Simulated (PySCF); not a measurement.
A survey of ³³S NMR shifts

[PySCF 2.14.0 with density-fitted response routines: shieldings: GIAO PBE0/pcSseg-1; GFN2-xTB geometry; rapidly exchanging positions averaged; a single conformation; gas phase; no relativistic terms]

Shieldings were converted by a linear fit to measured shifts: ³³S (scatter 33.3 ppm rms vs sulfate, solution or neat liquid). A few per cent of atoms miss by over 2 rms, more outside the fitted compound classes.

Question: Give the ³³S shifts of `ClC(Cl)(Cl)[SiH]1SCCS1`, `CC(C)(CS)[Si@H](F)S`, `C#CC(=C=S)[SiH2]CC`, `C[C@@]1(S[SiH3])CS1`, `CC(=S)C[SiH2]S`.

Answer: 
```json
{"compound": "ClC(Cl)(Cl)[SiH]1SCCS1", "environment": "sulfur bonded to C, Si, in a 5-membered ring (×2)", "δ (ppm)": "-404"}
{"compound": "[CH3:1][C:2]([CH3:3])([CH2:4][SH:5])[Si@H:6]([F:7])[SH:8]", "environment": "S5: thiol sulfur", "δ (ppm)": "-458"}
{"compound": "[CH3:1][C:2]([CH3:3])([CH2:4][SH:5])[Si@H:6]([F:7])[SH:8]", "environment": "S8: sulfur bonded to Si, H", "δ (ppm)": "-524"}
{"compound": "C#CC(=C=S)[SiH2]CC", "environment": "thione sulfur", "δ (ppm)": "-103"}
{"compound": "[CH3:1][C@@:2]1([S:3][SiH3:4])[CH2:5][S:6]1", "environment": "S3: sulfur bonded to C, Si", "δ (ppm)": "-391"}
{"compound": "[CH3:1][C@@:2]1([S:3][SiH3:4])[CH2:5][S:6]1", "environment": "S6: sulfide sulfur", "δ (ppm)": "-427"}
{"compound": "[CH3:1][C:2](=[S:3])[CH2:4][SiH2:5][SH:6]", "environment": "S3: thione sulfur", "δ (ppm)": "562"}
{"compound": "[CH3:1][C:2](=[S:3])[CH2:4][SiH2:5][SH:6]", "environment": "S6: sulfur bonded to Si, H", "δ (ppm)": "-563"}
```
